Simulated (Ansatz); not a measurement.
Ge(Cl)2 cation (Cl2Ge), SMILES [Cl][Ge][Cl] (connectivity only; charge and spin as stated), charge +1, multiplicity 2.

Coordinates come from a PBE0-D3(BJ)/def2-TZVP optimisation. The spin state was assumed, not searched. The isomer is the one that the SMILES or the coordinates give; other isomers of the formula were not compared.

Two levels are set side by side: PBE/def2-TZVPD (Ansatz, a quantum-chemistry and plane-wave program) and CAM-B3LYP/def2-TZVPD (Ansatz). Energy differences of separate SCF runs at the same geometry; the states with an electron removed or added have multiplicity 1 and 1. Differences are taken from unrounded values.

```json
[
 {"quantity": "vertical ionisation energy (eV)", "CAM-B3LYP": "17.11"},
 {"quantity": "vertical electron affinity (eV)", "CAM-B3LYP": "9.58"}
]
```

**Question.** What does PBE give, and how far is it from CAM-B3LYP? (An estimate is asked for; the answer gives what the named calculation found.)

**Answer.** 
| quantity | PBE | PBE minus CAM-B3LYP |
|---|---|---|
| vertical ionisation energy (eV) | 16.69 | -0.42 |
| vertical electron affinity (eV) | 9.32 | -0.26 |
